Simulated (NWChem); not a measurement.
# A calculation on H₃AlO₃

```xyz
7

Al     0.0000     0.0000     0.0000
O      1.4664     0.8512     0.0000
H      1.5233     1.8076     0.0000
O     -1.4703     0.8444     0.0000
H     -2.3271     0.4157     0.0000
O      0.0038    -1.6956     0.0000
H      0.8033    -2.2235     0.0000
```
Charge 0, spin multiplicity 1.

Program: NWChem. All single points use one geometry, from PBE0/def2-SVP, a minimum by its harmonic frequencies. It is one conformer; others weren't searched.

Symmetry labels belong to the abelian group Cs used in the runs, with the axes of the coordinates shown; states degenerate in a higher group split over its labels.

The Pople sets run with spherical d functions. The structure started from a generated list of species.

**Question.** List the lowest 3 singlet excitations that CIS/6-31+G* (spherical d) gives, with oscillator strengths.

**Answer.** 
```
state  symmetry  energy (eV)  wavelength (nm)      f
-----  --------  -----------  ---------------  -----
1            a"         8.69              143  0.000
2            a"         8.69              143  0.000
3            a"         9.37              132  0.278
```
